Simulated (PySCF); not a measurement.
NMR data simulated for an unnamed compound:

$^{1}$H NMR (400 MHz, computed): δ 4.43 (m, 2H), 0.07 (s, 9H).

$^{13}$C{$^{1}$H} NMR (computed): δ 83.9 (CH2), -3.7 (CH3).

Theoretical values (PySCF 2.14): geometry from PBE0-D3(BJ)/def2-TZVP, NMR shieldings at B97-2/pcSseg-2/GIAO. Relativity neglected, no solvent, one computed conformer, averaged over atoms made equivalent by symmetry, fast rotation or ring inversion.

δ = σ(ref) − σ, references computed at the same level: $^{1}$H (σref 31.64), $^{13}$C (σref 185.38) vs TMS.

Question: Which of these does the molecule contain: a Si–CH3 group, a carboxylic acid, a C≡C triple bond, a (CH3)2CH unit?

Answer: 
- A Si–CH3 group: yes (δC -3.7; δH 0.07 (s)).
- A carboxylic acid: no.
- A C≡C triple bond: no.
- A (CH3)2CH unit: no.

The data belong to TMS-CH2F (C[Si](C)(C)CF, C4H11FSi); they needn't prove each group on their own.

Carbon signals by region: 1 at 50–100 ppm, 1 below 50 ppm.

Splittings by $^{19}$F in the carbon and heteronuclear signals aren't shown, as no couplings were computed. Shifts are as computed. Against solution values, carbons near 30 ppm lie about +3 ppm off and those near 130 ppm about +7 ppm. Of 1211 compounds with measured shifts, 218 miss one by over three times the rms of a fit or turn the order of signals round; such compounds aren't used in these exercises. Multiplicities follow the n + 1 count of equivalent neighbours, as no J values were calculated; m marks all less simple cases, F and P coupling included.
